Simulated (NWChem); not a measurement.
**Total energies of hydrogen bromide (HBr)**

```
Br
H 1 1.4224
```
Charge 0, spin multiplicity 1.

Everything below was run with NWChem. Structure: optimised with PBE0/def2-SVP, a minimum by its harmonic frequencies.

Basis set: def2-QZVP (105 functions).

```json
[
 {"method": "RHF", "total energy (Ha)": "-2573.05122", "relative cost": "1"},
 {"method": "MP2", "total energy (Ha)": "-2573.41626", "relative cost": "under 3"},
 {"method": "B2PLYP", "total energy (Ha)": "-2574.44811", "relative cost": "3"},
 {"method": "PBE", "total energy (Ha)": "-2574.42424", "relative cost": "under 3"},
 {"method": "B3LYP", "total energy (Ha)": "-2574.84397", "relative cost": "under 3"},
 {"method": "BHandHLYP", "total energy (Ha)": "-2574.80010", "relative cost": "under 3"},
 {"method": "CCSD(T)", "total energy (Ha)": "-2573.43124", "relative cost": "60"}
]
```

Total energies of different functionals aren't comparable as a measure of quality: only differences taken within one method are. Costs are rough ratios of processor time within this set of runs, SCF included, with RHF as 1.

The Hamiltonian is non-relativistic. The correlated methods keep 9 core orbitals frozen. B3LYP has NWChem's definition, with VWN1-RPA local correlation. No row is a measurement; the coupled-cluster row has its own basis-set and correlation limits.
